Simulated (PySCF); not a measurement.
C2H9ClOSi2, SMILES C[SiH2]O[Si@@H](C)Cl.

The structure is a stationary point at ωB97X-D3(BJ)/def2-SVP. The structure was generated by enumeration; whether it is a known compound was not checked. One conformer was computed; it need not be the lowest.

Two levels are set side by side: PBE/def2-TZVP (PySCF) and M06-2X/def2-TZVP (PySCF). Same geometry, gas phase. Differences are taken from unrounded values.

```csv
quantity,PBE
orbital gap (eV),6.65
highest occupied level (eV),-7.02
lowest empty level (eV),-0.38
dipole moment (D),0.90
mean polarisability (bohr³),90.5
```

Q: These are the PBE values. What does M06-2X give? (Estimate from the structure and the level; the computed values follow.)

A: 
```csv
quantity,M06-2X,PBE minus M06-2X
orbital gap (eV),10.95,-4.31
highest occupied level (eV),-9.69,2.67
lowest empty level (eV),1.26,-1.64
dipole moment (D),1.01,-0.10
mean polarisability (bohr³),85.7,4.8
```

Without exact exchange PBE keeps part of each electron's self-repulsion, which lifts occupied levels and narrows the gap. Loosely held outer electrons make PBE densities more polarisable. Differences between two approximate levels are no errors against the true value.

Rough cost on one machine, each run with all the roots and properties that it gave: M06-2X against PBE about 3 times.
